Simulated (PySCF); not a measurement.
C2H7BOS, SMILES CSB(O)C.

The structure is a stationary point at PBE-D3(BJ)/def2-SVP. Other conformers were not sampled.

Calculation: PBE/def2-TZVP (PySCF).

Computed frontier levels, gap, dipole moment and polarisability:
- highest occupied level = -5.76 eV
- lowest empty level = -0.52 eV
- orbital gap = 5.24 eV
- dipole moment = 1.76 D
- quadrupole, principal values (traceless, Buckingham form, about the centre of nuclear charge) = -3.70, -3.66, 7.37 D·Å
- mean static polarisability = 65.5 bohr³ (9.71 Å³)
- polarisability, principal values = 49.5, 63.2, 83.8 bohr³
